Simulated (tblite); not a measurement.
Compound: C₃H₆FSi (doublet state).
Cartesian coordinates in Å at the GFN2-xTB level; atoms count from 1:
```xyz
11
C3H6FSi angstrom
C      1.7840    0.9890   -0.1262
C      1.3393   -0.2248   -0.2033
C      0.1248   -0.9969   -0.1048
Si    -1.4751    0.0109    0.2703
F     -2.6623   -1.0819    0.3262
H      2.8280    1.2292   -0.2619
H      1.1449    1.8529    0.0789
H     -0.0330   -1.5429   -1.0407
H      0.2390   -1.7514    0.6805
H     -1.4515    0.6137    1.5924
H     -1.8328    0.9048   -0.8183
```

Structure optimised with GFN2-xTB, isolated species. This method treats the open shell by occupation alone, without spin polarisation.

Take the most abundant isotopes and a rigid rotor. The values belong to one conformer with, in the numbering `[CH2:1]=[C:2][CH2:3][SiH2:4][F:5]`, C1–C2–C3–Si4 0°, C2–C3–Si4–F5 180°.

Task: Give the principal moments of inertia and the rotational constants in cm⁻¹.

Result: Ia = 40.49, Ib = 265.93, Ic = 297.22 u·Å²; 505379 MHz·u·Å²/I gives 12483, 1900 and 1700 MHz, that is A = 0.41638, B = 0.06339, C = 0.05672 cm⁻¹.

Task: What kind of rotor is it?

Result: A near-prolate asymmetric top; Ray's κ = -0.963.

Task: What does the inertial defect say?

Result: Not planar: Δ = Ic − Ia − Ib = -9.19 u·Å². For a rigid frame Δ = −2 Σ m c², so Σ m c² = 4.60 u·Å² lies off the ab plane, practically all of it from hydrogen. The atom farthest from that plane is 1.23 Å away.

Task: Give the other two planar moments, Paa and Pbb, and the rms extents of the mass along the axes.

Result: Paa = Σ m a² = (Ib + Ic − Ia)/2 = 261.33 and Pbb = Σ m b² = (Ia + Ic − Ib)/2 = 35.89 u·Å². With the mass M = 89.02 u, the rms extents √(P/M) along a, b and c are 1.71, 0.63, 0.23 Å.

Task: Where do the levels up to J = 4 lie, in MHz?

Result: Above 0(0,0):
J = 1: 1(0,1) 3601, 1(1,1) 14183, 1(1,0) 14383
J = 2: 2(0,2) 10799, 2(1,2) 21185, 2(1,1) 21785, 2(2,1) 53532, 2(2,0) 53535
J = 3: 3(0,3) 21591, 3(1,3) 31685, 3(1,2) 32885, 3(2,2) 64334, 3(2,1) 64348, 3(3,1) 117748, 3(3,0) 117748
J = 4: 4(0,4) 35966, 4(1,4) 45682, 4(1,3) 47683, 4(2,3) 78735, 4(2,2) 78777, 4(3,2) 132156, 4(3,1) 132156, 4(4,1) 206928, 4(4,0) 206928
Those of J = 1 are B + C, A + C and A + B.

Task: Estimate the classical rotational partition function at 50 K, 100 K and 200 K.

Result: Point group Cs, symmetry number σ = 1; q = (√π/σ)·√((kT/h)³/(ABC)), k/h = 20836.6 MHz/K: 9380 at 50 K, 26500 at 100 K, 75100 at 200 K.

For this open shell read J as N, the rotation without spin; fine and hyperfine splittings come on top. Its GFN2-xTB frequencies are all real (lowest 47 cm⁻¹). Zero-point vibration and centrifugal distortion are left out.

Hardware: Arm Neoverse V1, one thread, on a shared host. Cost: 0.61 s. These figures are those of the optimisation.

These are computed values.
